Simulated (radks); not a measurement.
Question: Spin polarisation of the 5d1 shell in neutral lutetium. Start: [Xe] 4f14 5d(up 0.5, down 0.5) 6s2; electrons of 5d are moved from spin down to spin up, other shells keep equal spins. Method: scalar-relativistic Kohn-Sham, BLYP, spin-polarised, spherical densities, finite nucleus; Fermi nuclear charge, rms radius of each element as measured or else 0.836 A^(1/3) + 0.57 fm; computed with a radial shooting solver on a logarithmic mesh with Libxc functionals. Estimate the energy gained and the exchange splitting at a moment of 1 Bohr magnetons.

Answer: At moment 1 the spin-polarisation energy is -0.096 eV and the 5d exchange splitting 0.382 eV, that is 0.382 eV per Bohr magneton; E = -I m^2/4 would give I = 0.384 eV.
